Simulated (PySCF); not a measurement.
**Electron correlation in Lu⁺ (lutetium, charge +1)**

[Xe] 4f14 6s2, closed-shell 1S. Calculation: PySCF 2.14, in x2c-TZVPPall (11s7p7d2f2g, 99 functions); scalar relativity by spin-free X2C-1e. Frozen: [Kr] 4d10; 24 electrons correlated.

```json
{"level": "CCSD", "correlation energy (mhartree)": "-714.21"}
{"level": "(T)", "correlation energy (mhartree)": "-24.14"}
{"level": "CCSD(T)", "correlation energy (mhartree)": "-738.35"}
```

Diagnostics: T1 = 0.013, D1 = 0.0471, largest double amplitude 0.066.

Cost of the coupled-cluster step: roughly 40 core-seconds, for 24 correlated electrons.
